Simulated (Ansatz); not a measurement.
`N[Si@H](F)N[Si@@H](N)Cl` + CH₃OH → `CO[SiH](N)Cl` + `N[SiH](N)F`  (ligand exchange at the Si–N bond)

Calculated with Ansatz (gas phase, PBE0-D4/def2-TZVP geometries, no zero-point term in ΔE). CCSD(T)/CBS adds triple-zeta CCSD(T) − MP2 to the extrapolated MP2 energy (def2 sets, frozen cores). This one scheme is used for every species. Functionals use def2-TZVPP. B3LYP here is the variant with VWN-RPA as its local correlation; programs differ in this. Each species was taken in one conformer, which may not be the lowest.

```tsv
level	ΔE (kJ/mol)
PBE	-37.9
B3LYP	-43.9
```

(1) What does CCSD(T)/CBS give? (Best estimate.)

Largest T1 diagnostic among the species: 0.010.

## Answers

(1) The calculation gave: -36.5 kJ/mol. The listed levels differ from it by -1.4, -7.4 kJ/mol.

The D4 term adds +6.8 kJ/mol with B3LYP and +4.2 kJ/mol with PBE0; it sums over pairs of atoms, weighted by their polarisabilities, and B3LYP, whose exchange is more repulsive, gets the larger term. In def2-TZVPP, CCSD(T) changes the Hartree–Fock value by +8.6 kJ/mol (the triples alone add +1.1 kJ/mol) and MP2 by +7.9 kJ/mol.
